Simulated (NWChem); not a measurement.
System: CH4BF; SMILES CBF

```xyz
7

B     -0.4966    -0.1457    -0.0010
H     -1.7017    -0.2918     0.0011
F      0.2226    -1.2597    -0.0002
C      0.1956     1.2497    -0.0007
H     -0.1221     1.8129     0.8942
H     -0.1637     1.8424    -0.8595
H      1.2936     1.2042    -0.0253
```
Atoms are numbered in this order, from 1.

Program: NWChem. Medium grid unless said otherwise, to which SCAN and Minnesota functionals are sensitive. All runs use the structure optimised with PBE0/def2-SVP.

Task: Order these by “highest occupied level (eV)”, lowest first: B3LYP/def2-SVP; PW91/def2-SVP; LC-BLYP (range parameter 0.33 per bohr)/def2-SVP; MPW1K/def2-SVP; LC-wPBE (HJS exchange hole, range parameter 0.4 per bohr)/def2-SVP.

Result: LC-wPBE (HJS exchange hole, range parameter 0.4 per bohr)/def2-SVP (-11.70), LC-BLYP (range parameter 0.33 per bohr)/def2-SVP (-11.14), MPW1K/def2-SVP (-10.05), B3LYP/def2-SVP (-8.62), PW91/def2-SVP (-7.32)
